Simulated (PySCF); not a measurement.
# Cost of excited-state runs on `CO[C+]1[CH]C=CC=C1`, [C₇H₈O]+, doublet, charge +1

Bonds (- single, = double, # triple, : aromatic): C1-O2, O2-C3, C3-C4, C4-C5, C5=C6, C6-C7, C7=C8, C8-C3. C1 carries H9, H10, H11; C4 carries H12; C5 carries H13; C6 carries H14; C7 carries H15; C8 carries H16. Formal charges: C3 +1.

Total charge +1.

PySCF with density fitting, on 1 thread of an Arm Neoverse V1, shared host. Command: `OMP_NUM_THREADS=1 python excited_run.py task.json out`

**Question.** How long does each of these runs take, and how much memory?
- open-shell absorption, PBE0/def2-SVPD; 10 states; Tamm-Dancoff; IEF-PCM water
- open-shell absorption, PBE0/def2-SVPD; 10 states; Tamm-Dancoff

**Answer.** 
```
                  run           level  basis functions  wall time  peak memory (GiB)
open-shell absorption  PBE0/def2-SVPD              227       62 s               0.91
open-shell absorption  PBE0/def2-SVPD              227       82 s                0.8
```
Times from a shared host are rough.
